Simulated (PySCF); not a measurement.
# Dipole response of Co (cobalt, neutral)

[Ar] 3d7 4s2, high-spin 4F determinant. All numbers are calculated (PySCF 2.14, the spin-free X2C one-electron Hamiltonian (Gaussian nucleus), in aug-cc-pVDZ-DK). Coupled (time-dependent) response in atomic units; α is the mean over directions. A double-zeta set is small for polarisabilities.

```json
{"method": "UHF", "mean α (bohr³)": "70.08", "C₆ (like pair)": "634.5", "S(−4)": "3273"}
{"method": "PBE", "mean α (bohr³)": "52.90", "C₆ (like pair)": "441.4", "S(−4)": "1484"}
{"method": "PBE0", "mean α (bohr³)": "56.08", "C₆ (like pair)": "476.6", "S(−4)": "1688"}
{"method": "B97-3", "mean α (bohr³)": "55.66", "C₆ (like pair)": "472.1", "S(−4)": "1625"}
```

S(−4) is the Cauchy moment in α(ω) = α(0) + S(−4) ω² + …

Reference α: 55 ± 4 bohr³ (recommended; Schwerdtfeger and Nagle, table of static dipole polarizabilities (2023 update)). Published C₆: 408.0 (Chu and Dalgarno (2004); Tang, Norbeck and Certain (1976)).

Hartree-Fock lies above the reference because it lacks correlation, which contracts the outer shell.

α(iu) at UHF:

```tsv
u (hartree)	α(iu) (bohr³)
0	70.08
0.0500	63.36
0.100	50.61
0.200	29.46
0.300	18.28
0.500	9.202
0.750	5.306
1.00	3.635
1.50	2.157
2.00	1.483
3.00	0.8574
5.00	0.4080
```

A single London oscillator, α(iu) = α/(1 + u²/ω²), gives C₆ = (3/4) ω α². Matching the computed C₆ needs ω = 4 × 634.5 / (3 × 70.08²) = 0.172 hartree.
